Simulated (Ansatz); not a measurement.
Input file for Ansatz (a quantum-chemistry and plane-wave program): R-B97M-V/def2-TZVPP on C2H6 (SMILES CC).

Ansatz 0.2 input:
```yaml
crystal:
  periodic: [false, false, false]
  atoms:
    - {symbol: C, position_ang: [-0.75571655, 0.10520261, -0.01345396]}
    - {symbol: C, position_ang: [0.75571655, -0.10520261, 0.01345396]}
    - {symbol: H, position_ang: [-1.23584022, -0.55631947, -0.73737102]}
    - {symbol: H, position_ang: [-1.00889990, 1.13157944, -0.28664799]}
    - {symbol: H, position_ang: [-1.20195171, -0.09545079, 0.96265972]}
    - {symbol: H, position_ang: [1.00889990, -1.13157943, 0.28664799]}
    - {symbol: H, position_ang: [1.23584022, 0.55631947, 0.73737102]}
    - {symbol: H, position_ang: [1.20195171, 0.09545079, -0.96265972]}
basis:
  gaussian:
    orbitals: def2-TZVPP
hamiltonian:
  xc: {name: B97M-V}
scf: {lower_state_search: off}
```

Question: Give the final energy of this run.

Answer: -79.8566 hartree.
